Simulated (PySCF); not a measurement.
A structure optimised at PBE-D3(BJ)/def2-TZVP, used in a PySCF frequency run:

```xyz
6

B      0.0000     0.0000    -0.7807
N      0.0000     0.0000     0.6121
H      0.0000    -1.0536    -1.3608
H      0.0000     1.0536    -1.3608
H      0.0000     0.8476     1.1702
H      0.0000    -0.8476     1.1702
```

Problem. Write its SMILES, formula and point group.

Solution. BN, BH4N, C2v

Problem. What are its rotational constants (standard atomic weights)?

Solution. 137.10, 27.574, 22.957 GHz
